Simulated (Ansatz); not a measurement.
The cluster Cd3Te4. Charge 0, multiplicity 5. Geometry PBE-D4/def2-SVP; atoms count from 1.

```xyz
7

Cd    2.100   -0.359   -0.480
Cd   -0.928    1.765   -0.799
Cd   -0.517    0.333    2.067
Te   -1.680    2.705    1.600
Te    0.198   -2.734   -1.401
Te    0.759   -1.998    1.800
Te    0.068    0.288   -2.787
```

In the def2 sets Cd, Te take a core potential; there is no spin–orbit coupling. At PBE0-D4/def2-TZVP a singlet of charge 0 lies 2.05 eV below the quintet, each at its own geometry. The structure comes from a short search, and lower isomers may exist.

**Question.** Estimate the Mulliken populations from the PBE0/def2-TZVP orbitals of Ansatz.

**Answer.** 
```
atom  charge (e)  spin (α − β)  d electrons
 Cd1        0.22          0.63        10.01
 Cd2        0.47          0.02         9.99
 Cd3        0.47          0.02         9.99
 Te4       -0.45          0.00            –
 Te5       -0.01          1.89            –
 Te6       -0.35          0.72            –
 Te7       -0.35          0.72            –
```
Mulliken values and Mayer orders depend strongly on the basis.

**Question.** Where does the spin sit?

**Answer.** Summed by element: Cd 0.67, Te 3.33, of 4 unpaired in all. Largest on single atoms: Te5 1.89, Te7 0.72, Te6 0.72.

**Question.** And the Mayer bond orders between bonded heavy atoms (over 0.3)?

**Answer.** Cd1–Te6 0.43 (3.11 Å); Cd1–Te7 0.41 (3.14 Å); Cd2–Te4 0.93 (2.68 Å); Cd2–Te7 0.92 (2.67 Å); Cd3–Te4 0.94 (2.68 Å); Cd3–Te6 0.91 (2.67 Å); Te5–Te6 0.54 (3.33 Å); Te5–Te7 0.55 (3.33 Å).
